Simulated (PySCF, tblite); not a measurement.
Calculations on `C#Cc1c[c]oc1` [radical], in the order of a workflow; each names the level of the geometry that it ran on. Settings lines and outputs come from a driver script.

C6H3O (doublet state).
Atom-mapped SMILES: `[CH:1]#[C:2][c:3]1[cH:4][c:5][o:6][cH:7]1` (hydrogens: H8 on C1; H9 on C4; H10 on C7)

Step 1: GFN2-xTB geometry optimisation, gas phase (tblite 0.8.0) (from a force-field or distance-geometry start)
```json
{"job": {"kind": "relax", "xc": "GFN2-xTB", "basis": "xTB"}, "charge": 0, "multiplicity": 2}
```
```
step      E/eV     max force
  0    -496.20089    3.684
  1    -496.34851    2.713
  2    -496.33073    3.661
...
 24    -496.43052    0.021
 25    -496.43055    0.017
 26    -496.43057    0.012
 27    -496.43058    0.013
 28    -496.43059    0.009
```

Energy lowered by 5.3 kcal/mol over 28 steps; largest atomic force 0.009 eV/Å at the end. «max force» is the largest atomic force in eV/Å.

The run took under 0.1 s of wall time on Arm Neoverse V2, one thread, on a shared host.

Step 2: GFN2-xTB harmonic vibrations, gas phase (tblite 0.8.0) (on the GFN2-xTB geometry)
```json
{"job": {"kind": "ir", "xc": "GFN2-xTB", "basis": "xTB"}, "charge": 0, "multiplicity": 2}
```
```
(table of modes left out)
```

24 modes from 144 to 3398 cm⁻¹ (unscaled, harmonic); zero-point energy 40.3 kcal/mol; all wavenumbers are real at this level.

Hardware: an Arm Neoverse V2 with one thread, shared host. Cost: 0.16 s of wall time.

Step 3: UKS B3LYP, pcH-1 on C H O, non-relativistic, mean-field spin-orbit, GIAO (PySCF 2.14.0) (on the GFN2-xTB geometry)
```json
{"job": {"kind": "epr", "basis": "pcH-1"}, "charge": 0, "multiplicity": 2}
```
```
...
E = -305.48749294 Eh   <S^2> = 0.7595 (exact 0.7500)
g shifts (ppm)      1          2          3
  rmc          -184       -184       -184
  gc             19         22        -70
  oz_so       -1176        -73        936
  total       -1342       -235        681
hyperfine (MHz)  atom isotope    a_iso     a_fc   dipolar eigenvalues
    0   13C       3.45       3.45     -2.68     -1.46      4.13
    1   13C       1.39       1.39     -2.26     -0.77      3.02
    2   13C      39.60      39.60     -4.06     -2.79      6.85
    3   13C      73.47      73.47    -22.18     -4.59     26.78
    4   13C     649.66     649.66    -77.84    -52.84    130.68
    5   17O    -129.54    -129.54    -12.84      5.46      7.39
    6   13C      36.03      36.03    -12.08     -1.27     13.36
    7    1H      -2.60      -2.60     -1.45     -0.61      2.06
    8    1H       7.58       7.58     -7.50     -4.96     12.47
    9    1H       7.93       7.93     -3.69     -0.54      4.23
```

⟨S²⟩ 0.760; g_iso 2.0020. rmc, gc and oz_so are the mass-correction, gauge-correction and orbital-Zeeman/spin–orbit parts of the g shift along its three principal axes; a_iso is the isotropic hyperfine coupling and a_fc its Fermi-contact part. The log counts atoms from 0, this text from 1.

Time: 28 s wall (with the writing of density and orbital grids); peak memory 0.80 GiB. Hardware: an Arm Neoverse V2 with one thread, on a shared host.

Geometry of the electronic-property runs (GFN2-xTB):
```
atom  x, y, z in Å
C1     2.532    0.229    0.124
C2     1.332    0.171    0.075
C3    -0.061    0.034    0.004
C4    -0.755   -1.204   -0.268
C5    -2.053   -0.848   -0.238
O6    -2.250    0.434    0.014
C7    -1.027    0.991    0.166
H8     3.576    0.318    0.172
H9    -0.315   -2.160   -0.448
H10   -0.969    2.040    0.377
```

 (This holds for the electronic-property runs.)
